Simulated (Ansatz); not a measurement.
Cost and result for the atomization energy of `C=CB(S)[SiH2]F` (12 atoms, 11 bonds).

```xyz
12

C     1.6927   -0.3942    1.3058
C     0.4892   -0.6400    0.7830
B    -0.0372   -0.0061   -0.5241
S     0.9788    0.3086   -1.9464
Si   -1.9634    0.5844   -0.6597
F    -2.8401   -0.2609    0.3950
H     2.4147    0.2450    0.8045
H     1.9951   -0.7904    2.2701
H    -0.1997   -1.2434    1.3730
H     2.1440   -0.2007   -1.4986
H    -2.1051    2.0225   -0.3007
H    -2.5692    0.3752   -2.0020
```

The species carries charge 0 and has multiplicity 1. The structure was optimised at the PBE0-D4/def2-TZVP level. It is one conformer, not always the lowest. Program: Ansatz. All runs use 4 threads of an Arm Neoverse V2 on a shared host. Times are those of one run each, without the atoms' runs, and a repeat can differ threefold. Electronic energies, without spin–orbit coupling; frozen cores. CCSD(T)/CBS adds CCSD(T) − MP2 in def2-TZVPP to the MP2 limit, and its time is that of the two runs behind it. T1 = 0.014; the RHF reference is unstable towards UHF. B3LYP takes the VWN-RPA correlation (the form of Gaussian; ORCA's B3LYP/G).

CCSD(T)/CBS is a level of theory with its own doubt, some kJ/mol a heavy atom from the limit and from the frozen cores, so smaller differences don't rank the functionals.

```
                             level  functions  atomization (kJ/mol)  difference from CCSD(T)/CBS  per bond
                 B2PLYP/def2-TZVPP        292                4526.0                        -41.8      -3.8
                    MP2/def2-QZVPP        548                4604.2                         36.4       3.3
                ωB97X-V/def2-TZVPP        292                4586.9                         19.1       1.7
                 CCSD(T)/CBS(def2)          –                4567.8                          0.0       0.0
  ωB97M-V/def2-TZVPP (with forces)        292                4589.2                         21.4       1.9
                CCSD(T)/def2-TZVPP        292                4452.8                       -115.0     -10.5
                PBE0-D4/def2-TZVPP        292                4590.1                         22.3       2.0
   PBE-D4/def2-TZVPP (with forces)        292                4663.2                         95.4       8.7
 B3LYP-D4/def2-TZVPP (with forces)        292                4575.5                          7.7       0.7
r2SCAN-D4/def2-TZVPP (with forces)        292                4603.0                         35.2       3.2
```

Problem. Order the runs by time, with rough figures. (An estimate is asked.)

Solution. Ansatz gave: PBE-D4/def2-TZVPP (with forces) 2.7 s; PBE0-D4/def2-TZVPP 3.5 s; r2SCAN-D4/def2-TZVPP (with forces) 5.5 s; B3LYP-D4/def2-TZVPP (with forces) 5.5 s; B2PLYP/def2-TZVPP 6.5 s; ωB97X-V/def2-TZVPP 9 s; ωB97M-V/def2-TZVPP (with forces) 13 s; MP2/def2-QZVPP 31 s; CCSD(T)/def2-TZVPP 4.2 min; CCSD(T)/CBS(def2) 4.7 min.

From PBE to PBE0 (25 % exact exchange), in def2-TZVPP and without D4, the atomization energy moves by −68.9 kJ/mol: exact exchange takes away binding that semilocal exchange gives to molecules. In def2-TZVPP, CCSD(T) changes the Hartree–Fock value by +1016.0 kJ/mol (the triples alone add +70.4 kJ/mol) and MP2 by +1099.3 kJ/mol; breaking electron pairs costs correlation energy, which Hartree–Fock lacks. The D4 term adds +47.9 kJ/mol with B3LYP and +25.4 kJ/mol with PBE0; it sums over pairs of atoms, weighted by their polarisabilities, and B3LYP, whose exchange is more repulsive, gets the larger term.
